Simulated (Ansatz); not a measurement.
Relaxation of CH₂BFS (6 atoms, charge 0, multiplicity 1), to a largest force component of 0.015 eV/Å in at most 40 steps.

Method: RKS r2SCAN-D4/STO-3G (Ansatz 0.2.0).

```xyz
6
Properties=species:S:1:pos:R:3
F -1.200 0.640 -1.271
B -0.122 0.605 -0.522
C 0.054 -0.595 0.454
S 1.309 -0.738 1.483
H 0.649 1.480 -0.623
H -0.689 -1.391 0.478
```

Problem. Where does it end, and by what steps?

Solution. The run converged. Limits of this set-up: minimal basis. After 4 steps the energy has fallen by 0.039 eV; S4 moved furthest, 0.04 Å.

| step | energy less start (eV) | largest force component (eV/Å) | accepted |
| --- | --- | --- | --- |
| 0 | 0.0000 | 0.842 | yes |
| 1 | -0.0368 | 0.166 | yes |
| 2 | -0.0379 | 0.097 | yes |
| 3 | -0.0385 | 0.053 | yes |
| 4 | -0.0386 | 0.002 | yes |

```xyz
6
Properties=species:S:1:pos:R:3
F -1.202 0.639 -1.304
B -0.139 0.598 -0.525
C 0.062 -0.596 0.469
S 1.346 -0.727 1.473
H 0.654 1.472 -0.589
H -0.722 -1.386 0.476
```

Run time: 12 s on 1 thread of Arm Neoverse V1, on a shared host, peak memory 0.15 GiB.
